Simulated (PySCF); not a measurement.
Correlation energy of Br⁺ (bromine, charge +1)

[Ar] 3d10 4s2 4p3 4d1, high-spin 5D determinant (an excited configuration). Computed with PySCF 2.14 in aug-cc-pVDZ-PP with ECP10MDF (5s4p3d, 32 functions), with a scalar-relativistic core potential. Frozen: 3s2 3p6 3d10; 6 electrons correlated.

```csv
level,correlation energy (mhartree)
CCSD,-70.01
(T),-0.62
CCSD(T),-70.63
CCSDT,-70.78
```

Diagnostics: T1 = 0.0032, D1 = 0.0101, largest double amplitude 0.049.

The outer electron is Rydberg-like, and this basis confines it to a smaller radius and binds it less than a complete one would.

Cost of the coupled-cluster step: of the order of 0.23 core-seconds, for 6 correlated electrons.

Iterations:

```
CC2 = 0
CCSD nocc = (np.int64(5), np.int64(1)), nmo = (23, 23)
frozen orbitals [[0, 1, 2, 3, 4, 5, 6, 7, 8], [0, 1, 2, 3, 4, 5, 6, 7, 8]]
max_cycle = 100
direct = 0
conv_tol = 1e-08
conv_tol_normt = 1e-06
diis_space = 8
diis_start_cycle = 0
Init t2, MP2 energy = -0.0549287291558226
Init E_corr(UCCSD) = -0.0549287291571904
cycle = 1  E_corr(UCCSD) = -0.0664258445910761  dE = -0.0114971154  norm(t1,t2) = 0.0356492
cycle = 2  E_corr(UCCSD) = -0.0690288774306308  dE = -0.00260303284  norm(t1,t2) = 0.0103389
cycle = 3  E_corr(UCCSD) = -0.0700261261817445  dE = -0.000997248751  norm(t1,t2) = 0.00354327
cycle = 4  E_corr(UCCSD) = -0.070005479683176  dE = 2.06464986e-05  norm(t1,t2) = 0.000493876
cycle = 5  E_corr(UCCSD) = -0.0700092391860889  dE = -3.75950291e-06  norm(t1,t2) = 0.000108919
cycle = 6  E_corr(UCCSD) = -0.0700083948099277  dE = 8.44376161e-07  norm(t1,t2) = 2.39801e-05
cycle = 7  E_corr(UCCSD) = -0.0700087730249367  dE = -3.78215009e-07  norm(t1,t2) = 3.98037e-06
cycle = 8  E_corr(UCCSD) = -0.0700086176318416  dE = 1.55393095e-07  norm(t1,t2) = 7.58522e-07
cycle = 9  E_corr(UCCSD) = -0.070008673114268  dE = -5.54824264e-08  norm(t1,t2) = 1.70666e-07
cycle = 10  E_corr(UCCSD) = -0.0700086624645255  dE = 1.06497425e-08  norm(t1,t2) = 3.74856e-08
cycle = 11  E_corr(UCCSD) = -0.0700086629611724  dE = -4.96646932e-10  norm(t1,t2) = 1.78183e-08
UCCSD converged
E(UCCSD) = -414.6890255352532  E_corr = -0.07000866296117243
UCCSD(T) correction = -0.00062408636494955
```
